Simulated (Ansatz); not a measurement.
Geometry optimisation, RHF/def2-SVP (Ansatz).

Input file:

```yaml
crystal:
  periodic: [false, false, false]
  atoms:
    - { symbol: Sn, position_ang: [0.112631, -0.073926, -0.11249] }
    - { symbol: H, position_ang: [0.02115, -0.336946, 1.592101] }
    - { symbol: O, position_ang: [1.993259, 0.028908, -0.623109] }
    - { symbol: H, position_ang: [2.460054, -0.765838, -0.834855] }
    - { symbol: H, position_ang: [-0.660527, 1.292115, -0.727366] }
    - { symbol: Cl, position_ang: [-0.739758, -2.020255, -1.120696] }
    - { symbol: F, position_ang: [-2.44852, 0.054363, 1.578] }
    - { symbol: H, position_ang: [-1.772588, -0.23822, 2.112016] }
basis:
  gaussian: { orbitals: def2-SVP }
hamiltonian:
  xc: hf
relax:
  f_tol: 0.03
  max_steps: 50
```

Run as:

```bash
$ ansatz run input.yaml --threads 1 --pin off --max-ram 2048MiB --backend cpu --events-out ev --progress --plain --runs-dir out
```

Task: Where does it end, and by what steps?

Result: The run converged. After 32 steps the energy has fallen by 0.272 eV; H8 moved furthest, 1.23 Å.

```csv
step,energy less start (eV),largest force component (eV/Å),accepted
0,0.0000,0.521,yes
2,-0.0235,2.342,no
4,-0.0910,0.602,yes
6,-0.1245,0.452,yes
8,-0.0334,2.548,no
10,-0.1384,1.004,no
12,-0.1533,0.228,yes
14,-0.1601,0.814,yes
16,-0.1907,0.115,yes
18,-0.1926,0.112,yes
20,-0.2036,0.112,yes
22,-0.2222,1.252,yes
24,-0.2314,0.752,yes
26,-0.2464,0.987,no
28,-0.2691,0.087,yes
30,-0.2716,0.047,yes
32,-0.2719,0.006,yes
```

```xyz
8
Properties=species:S:1:pos:R:3
Sn 0.313 0.088 0.102
H 0.779 0.009 1.726
O 1.878 -0.100 -1.054
H 2.380 -0.900 -1.035
H -0.525 1.424 -0.491
Cl -0.979 -1.875 -0.316
F -2.377 0.047 1.672
H -2.503 -0.752 1.261
```

Whether the end is a true minimum wasn't checked by a vibrational analysis.

Run time: 86 s on 1 thread of Intel(R) Xeon(R) Platinum 8375C CPU @ 2.90GHz (Ice Lake), with other jobs on the host, peak memory 0.2 GiB.
